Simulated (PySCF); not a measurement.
# Radial density of Al²⁺ (aluminium, charge +2)

UHF, [Ne] 3d1, 2D determinant (an excited configuration). Calculation: PySCF 2.14, in aug-cc-pwCVTZ (8s7p5d3f, 75 functions); no relativity, point nucleus.

```tsv
r (bohr)	4πr²ρ (e/bohr)	4πr²(ρα − ρβ)
0.00168	0.04755	0.0000
0.00283	0.1304	0.0000
0.00475	0.3511	0.0000
0.00800	0.9128	0.0000
0.0135	2.243	-0.0001
0.0226	5.004	-0.0001
0.0381	9.515	-0.0003
0.0640	13.90	-0.0005
0.108	13.51	-0.0011
0.181	8.990	-0.0031
0.305	10.26	-0.0066
0.512	12.30	-0.0017
0.862	5.337	0.0276
1.45	0.6130	0.1192
2.44	0.3115	0.3074
4.10	0.2156	0.2156
6.90	0.01373	0.0137
11.6	0.0001201	0.0001
```

The outer electron is Rydberg-like, and this basis confines it to a smaller radius and binds it less than a complete one would.

(1) Where is the radial spin density 4πr²(ρα − ρβ) most negative, and why is it negative at all?

Answers

(1) Around r = 0.305 bohr, down to -0.0066 e/bohr: exchange with the open shell polarises the paired shells in an unrestricted calculation.
